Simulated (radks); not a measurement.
Ge29+, 3 electrons, occupied as [He] 2s1. Method: non-relativistic Kohn-Sham, PBE, spin-polarised, spherical densities, point nucleus; open shells are filled with parallel spins first; computed with a radial shooting solver on a logarithmic mesh with Libxc functionals. Some entries of the table are withheld. Estimate them.

orbital  occ.  eigenvalue (hartree)  <1/r> (bohr^-1)
1s up       1             -478.6583              (1)
1s down     1             -478.3337              (2)
2s up       1             -113.8323              (3)

Answer. 
(1) 1s up <1/r> (bohr^-1): 31.66
(2) 1s down <1/r> (bohr^-1): 31.65
(3) 2s up <1/r> (bohr^-1): 7.658
